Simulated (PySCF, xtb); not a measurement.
C2F5, SMILES F[C](F)C(F)(F)F (connectivity only; charge and spin as stated), charge +1, multiplicity 1.

GFN2-xTB (xtb) at its own geometry gives an orbital gap of 2.20 eV.

Geometry optimised at PBE0-D3(BJ)/def2-SVP. The spin state was assumed, not searched. The isomer is the one that the SMILES or the coordinates give; other isomers of the formula were not compared.

Task: What does PBE/def2-TZVP run with PySCF give? (Estimate from the structure and the level; the computed values follow.)

Result: gap 4.37 eV (levels -16.34 and -11.97 eV).
